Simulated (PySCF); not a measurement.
An unknown is described by computed data only.

Formula: BCl3.

| Property | Result |
| --- | --- |
| Dipole | 0.00 D [CAM-B3LYP/aug-cc-pVTZ] |
| UV, first state | lowest singlet excitation: 5.90 eV (210 nm, f = 0.000) [TDDFT CAM-B3LYP/aug-cc-pVTZ] |
| Rotational structure | rotational constants A, B, C: 3.195, 3.191, 1.597 GHz [PBE0-D3(BJ)/def2-TZVP] |
| Triplet | lowest triplet excitation (Tamm–Dancoff): 5.73 eV [TDA CAM-B3LYP/aug-cc-pVTZ] |
| XPS | B1s 199.7, Cl2p3/2 206.9 (×3), Cl1s 2829.6 (×3) eV [ΔSCF SCAN, pcX-3 on the ionised atom, pcseg-2 elsewhere, spin-free X2C, 2p3/2 from a spin–orbit splitting computed afterwards within the 2p shell] |
| NMR, other nuclei | isotropic shieldings of nuclei other than C and H, by class: 49 (1 B), 667 (3 Cl) ppm [GIAO B97-2/pcSseg-2] |
| Polarisability | 54.9 au [CAM-B3LYP/aug-cc-pVTZ] |

Electronic properties: PySCF, gas phase, density fitting. Levels stand in brackets. Geometry: PBE0-D3(BJ)/def2-TZVP; no solvent, vibrations or thermal averaging. NMR classes are plain means over equivalent atoms (diastereotopic ones count apart unless rotation or inversion swaps them), as if these changed places fast.

Question: What is the compound? Reason from the data.

Answer: Numbering: `[Cl:1][B:2]([Cl:3])[Cl:4]`. The other shieldings belong to: 49 ppm, three-coordinate boron [B2]; 667 ppm, chlorine bonded to B [Cl1/Cl3/Cl4]. The core levels belong to: B1s 199.7 eV, three-coordinate boron [B2]; Cl2p3/2 206.9 eV, chlorine bonded to B [Cl1/Cl3/Cl4]; Cl1s 2829.6 eV, chlorine bonded to B [Cl1/Cl3/Cl4]. S1 is mainly HOMO→LUMO (weight 0.99); the largest Löwdin shares of the orbital it empties are 0.25 on the three-coordinate boron and 0.25 on each of 3 atoms of one kind (chlorine bonded to B), of the orbital it fills 0.44 on the three-coordinate boron and 0.19 on each of 3 atoms of one kind (chlorine bonded to B). The vanishing dipole is forced by symmetry. The optimised geometry has point group D3h and is an oblate symmetric top (the spread among constants that symmetry makes equal is optimisation noise). Structure: `ClB(Cl)Cl`. The assignments are read from this structure; whether some other isomer fits the data as well wasn't checked.
